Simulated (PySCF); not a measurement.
(Z)-1-chloropent-1-ene (C5H9Cl), SMILES C(/C=C\Cl)CC. Coordinates come from a PBE-D3(BJ)/def2-SVP optimisation. Other conformers were not sampled.

Computed equilibrium geometry at PBE-D3(BJ)/def2-SVP (PySCF confirms it by a frequency run) as bond lengths and angles (one conformer of several):
Atoms: C1 C2 C3 C4 C5 Cl6 H7 H8 H9 H10 H11 H12 H13 H14 H15. Bonded distances (Å): C1–C2 1.529, C1–H7 1.110, C1–H8 1.110, C1–H9 1.109, C2–C3 1.540, C2–H10 1.113, C2–H11 1.111, C3–C4 1.498, C3–H12 1.110, C3–H13 1.114, C4–C5 1.345, C4–H14 1.105, C5–Cl6 1.745, C5–H15 1.100. Angles (°): C2–C1–H7 111.2, C2–C1–H8 111.4, C2–C1–H9 111.6, H7–C1–H8 107.3, H7–C1–H9 107.6, H8–C1–H9 107.6, C1–C2–C3 112.9, C1–C2–H10 109.9, C1–C2–H11 110.1, C3–C2–H10 109.3, C3–C2–H11 108.6, H10–C2–H11 105.8, C2–C3–C4 113.2, C2–C3–H12 109.7, C2–C3–H13 108.6, C4–C3–H12 109.5, C4–C3–H13 109.0, H12–C3–H13 106.6, C3–C4–C5 127.2, C3–C4–H14 117.4, C5–C4–H14 115.4, C4–C5–Cl6 124.1, C4–C5–H15 123.2, Cl6–C5–H15 112.8.
Charge 0, spin multiplicity 1.
